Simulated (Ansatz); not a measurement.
The inner images of a band of H$_{2}$S$_{2}$Te (5 atoms, charge 0, multiplicity 1) are given out of order.

These are results of UKS B3LYP/def2-SVP (Ansatz), not measurements.

Initial state:

```xyz
5
Properties=species:S:1:pos:R:3
S -1.541 -0.936 0.191
S -0.615 0.944 0.121
Te 1.773 0.637 -0.389
H -1.864 -1.041 -1.125
H 2.248 0.396 1.202
```

Final state:

```xyz
5
Properties=species:S:1:pos:R:3
S -1.072 -1.205 0.193
S 0.181 0.708 0.254
Te 2.104 0.846 -1.184
H -1.916 -0.644 -0.704
H 0.703 0.296 1.441
```

Task: Put them in order from the first end to the last, with their energies above the first end.
A.
```xyz
5
Properties=species:S:1:pos:R:3
S -1.449 -0.861 0.264
S -0.614 1.048 0.091
Te 1.766 0.681 -0.440
H -1.699 -1.064 -1.054
H 1.996 0.196 1.139
```
B.
```xyz
5
Properties=species:S:1:pos:R:3
S -1.365 -0.872 0.307
S -0.394 0.964 0.348
Te 1.978 0.525 -0.602
H -1.593 -0.872 -1.029
H 1.374 0.255 0.976
```
C.
```xyz
5
Properties=species:S:1:pos:R:3
S -1.365 -0.865 0.296
S -0.524 1.035 0.195
Te 1.852 0.603 -0.525
H -1.629 -0.967 -1.029
H 1.666 0.194 1.064
```
D.
```xyz
5
Properties=species:S:1:pos:R:3
S -1.338 -1.001 0.357
S 0.086 0.808 0.399
Te 1.981 0.748 -1.121
H -1.610 -0.780 -0.951
H 0.881 0.225 1.316
```
E.
```xyz
5
Properties=species:S:1:pos:R:3
S -1.356 -0.932 0.337
S -0.207 0.855 0.504
Te 2.029 0.591 -0.796
H -1.580 -0.810 -0.995
H 1.114 0.296 0.950
```

Result: A (+1.2 kcal/mol), C (+9.2 kcal/mol), B (+24.4 kcal/mol), E (+33.8 kcal/mol), D (+23.7 kcal/mol).

Time of the run: 110 s on 2 threads of Arm Neoverse V2, on a shared host, peak memory 0.22 GiB.
